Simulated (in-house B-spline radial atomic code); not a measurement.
# RPA and G0W0 on r2SCAN0: K⁷⁺

Configuration [Ne] 3s2, mean-field start r2SCAN0. Computed with a B-spline radial code for spherical atoms: all electrons, scalar-relativistic (spin-free one-electron X2C), finite nucleus, each spin shell either full or empty, empty states to l = 9 with an (l + 1/2)⁻⁴ tail; G0W0 by contour deformation at full frequency.

Command:
```bash
python run_gw.py task.json out
```
Settings (radii: box in bohr, nucleus in fm):
```
Z                        19
electrons                12
configuration            [Ne] 3s2
hamiltonian              x2c
method                   r2scan0
lmax                     9
rms_radius               3.4349
spin_polarised           False
box_radius               8.41
intervals                67
ion_configuration        [Ne] 3s1
```

Cost of the run: 2.6 s on 1 thread of Arm Neoverse V1, with other jobs on the host.

Energies (hartree):

```json
{"term": "mean-field total", "value": "-585.94121"}
{"term": "Hartree-Fock functional on these orbitals", "value": "-585.47290"}
{"term": "direct second order", "value": "-0.84484"}
{"term": "second-order exchange", "value": "0.30924"}
{"term": "SOSEX correction", "value": "0.28073"}
```

(1) What is the RPA correlation energy, and what remains with SOSEX?

Quasi-particle levels (eV):

| level | occupied | mean field | Σx - vxc | Σc | QP weight | G0W0 |
| --- | --- | --- | --- | --- | --- | --- |
| 3s | yes | -148.04 | -4.85 | ? | ? | ? |
| 2p | yes | -428.38 | -21.22 | 3.71 | 0.964 | -445.89 |
| 1s | yes | -3709.90 | -84.31 | 28.64 | 0.856 | -3765.57 |
| 3p | no | -123.90 | 7.57 | -2.01 | 0.962 | -118.34 |

G0W0 = mean field + (Σx - vxc) + Σc, with Σc (partial-wave tail included) taken at the quasi-particle energy. Levels of low weight are left out.

(2) Where does G0W0 put 3s?

(3) What does it cost to remove one electron (to [Ne] 3s1) by differences of total energies, each species on its own start (correlation terms add to the Hartree-Fock functional)?

Answers

(1) RPA gives -0.75915 hartree (-1.72 eV per electron); RPA + SOSEX gives -0.47842, and the second-order doubles -0.53559 hartree (no singles). SOSEX takes back 37 % of the RPA value.

(2) At -155.46 eV, with Σc = -2.56 eV and a quasi-particle weight of 0.968. The tabulated removal energy is 154.87 ± 0.05 eV (NIST, semi-empirical); the calculation leaves out spin-orbit coupling, Breit and QED terms, and what these don't explain is the method's own error.

(3) r2SCAN0 153.75 eV, Hartree-Fock functional 152.70 eV, + RPA 155.28 eV, + RPA + SOSEX 154.58 eV, + second order 155.21 eV. Tabulated: 154.87 ± 0.05 eV (NIST, semi-empirical); the calculation leaves out spin-orbit coupling, Breit and QED terms, and what these don't explain is the method's own error.
